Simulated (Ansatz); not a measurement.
Gas-phase electronic energies from Ansatz, PBE0-D4/def2-TZVP geometries. CBS: MP2 limit from def2 TZ/QZ plus the TZ coupled-cluster correction, frozen cores. DFT in def2-TZVPP. One conformer a species, not always the lowest.

Reaction (isomerisation): `C[SiH](C)[SiH2]F` → `CC[SiH](F)[SiH3]`

`C[SiH](C)[SiH2]F`:

Cartesian coordinates in Å:
```
C -0.520 1.576 0.863
Si -0.018 0.341 -0.456
C -1.435 -0.812 -0.883
Si 1.848 -0.893 0.252
F 1.467 -1.728 1.579
H -1.382 2.162 0.534
H -0.791 1.064 1.789
H 0.295 2.269 1.086
H 0.417 1.073 -1.685
H -1.734 -1.397 -0.011
H -2.304 -0.244 -1.224
H -1.153 -1.508 -1.677
H 3.007 -0.025 0.600
H 2.301 -1.878 -0.769
```

`CC[SiH](F)[SiH3]`:

```xyz
14

C     0.656    1.671   -1.462
C     0.371    0.254   -0.969
Si   -0.235    0.181    0.794
F    -1.583    1.055    0.915
Si   -0.700   -2.009    1.496
H     1.009    1.670   -2.496
H     1.421    2.158   -0.852
H    -0.241    2.293   -1.420
H    -0.369   -0.236   -1.611
H     1.275   -0.364   -1.026
H     0.764    0.818    1.699
H     0.549   -2.818    1.421
H    -1.720   -2.639    0.614
H    -1.196   -2.034    2.898
```

| level | ΔE (kcal/mol) |
| --- | --- |
| r2SCAN-D4 | 10.4 |
| r2SCANh-D4 | 10.3 |
| B2PLYP | 9.9 |
| PBE0 | 9.7 |
| RPA@PBE/def2-TZVPP | 8.5 |
| HF/def2-SVP | 7.3 |
| CCSD/def2-TZVPP | 9.4 |
| MP2/def2-QZVPP | 10.7 |

Question: What does CCSD(T)/CBS give? (Estimate.)

Answer: Computed: +9.9 kcal/mol. The listed levels differ from it by 0.5, 0.4, 0.0, -0.2, -1.4, -2.6, -0.5, 0.8 kcal/mol.

Largest T1 diagnostic among the species: 0.011.

Leaving LDA and LC-ωPBE aside and taking each functional with its dispersion term where it has one, the values, not all of them listed here, spread over 0.9 kcal/mol, from ωB97X-V to r2SCAN-D4. LDA lies −0.9 kcal/mol from PBE without D4. At CCSD(T), def2-SVP lies −3.7 kcal/mol from the extrapolated value and def2-TZVPP −0.5 kcal/mol.
